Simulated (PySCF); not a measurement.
# Ni¹⁹⁺: ionisation energy

Ni¹⁹⁺ [He] 2s2 2p5 [2p1/2^2 2p3/2^3, M_J = 3/2] → Ni²⁰⁺ [He] 2s2 2p4 [2p1/2^2 2p3/2^2, M_J = 2], as a difference of total energies. Computed with PySCF 2.14 in an uncontracted even-tempered set (18 s from 4.6 bohr⁻², ratio 2.4; 12 p from 6 bohr⁻², ratio 2.4; 5 d from 26 bohr⁻², ratio 2.6; 5 f from 40 bohr⁻², ratio 2.6), with the two-component X2C-1e Hamiltonian. Correlated levels: nothing frozen; the 36 highest virtual spinors dropped. "Screened" scales the spin-orbit matrix elements by Boettger's factors to mimic the two-electron term; Breit and QED terms are absent.

| method | ionisation energy (eV) |
| --- | --- |
| GHF (spin-free) | 1647.2 |
| GMP2 (spin-free) | 1648.7 |
| GHF (screened spin-orbit) | 1643.7 |
| GMP2 (screened spin-orbit) | 1645.2 |

The labels give the starting determinants; with spin-orbit coupling the two ends relaxed to ⟨J²⟩ = 3.75, ⟨L²⟩ = 2.00, ⟨S²⟩ = 0.75 and ⟨J²⟩ = 6.00, ⟨L²⟩ = 2.51, ⟨S²⟩ = 1.75.

For comparison: 1646 ± 3 eV (semi-empirical (NIST evaluation); NIST Atomic Spectra Database, ionization energies).
